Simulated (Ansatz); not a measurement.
One change: `[NH]=[W](=[NH])([NH2])[F]` becomes `[NH]=[W](=[NH])([NH2])[Cl]`.

Ansatz, PBE0-D4/def2-TZVP geometries, multiplicity 1. Each molecule was computed in one conformer, which needn't be the lowest.

Elements past krypton have def2 core potentials.

```tsv
property	`[NH]=[W](=[NH])([NH2])[F]`
HOMO energy (ωB97M-V/def2-TZVPP) / eV	-9.95
size of the dipole moment (ωB97M-V/def2-TZVPP) / D	2.90
LUMO energy (ωB97M-V/def2-TZVPP) / eV	1.34
HOMO–LUMO gap (B3LYP/def2-TZVPP) / eV	6.51
LUMO energy (PBE0/def2-TZVPP) / eV	-0.70
HOMO–LUMO gap (PBE/def2-TZVPP) / eV	4.86
```

Q: Give the same properties after the change, and the shifts. (An estimate is asked.)

A: The calculation gave: 
```tsv
property	`[NH]=[W](=[NH])([NH2])[Cl]`	shift
HOMO energy (ωB97M-V/def2-TZVPP) / eV	-9.89	0.06
size of the dipole moment (ωB97M-V/def2-TZVPP) / D	3.19	0.29
LUMO energy (ωB97M-V/def2-TZVPP) / eV	0.92	-0.42
HOMO–LUMO gap (B3LYP/def2-TZVPP) / eV	6.09	-0.42
LUMO energy (PBE0/def2-TZVPP) / eV	-1.13	-0.43
HOMO–LUMO gap (PBE/def2-TZVPP) / eV	4.48	-0.38
```

Dipoles are sizes alone; their direction can turn.

B3LYP here is the variant with VWN-RPA as its local correlation; programs differ in this.
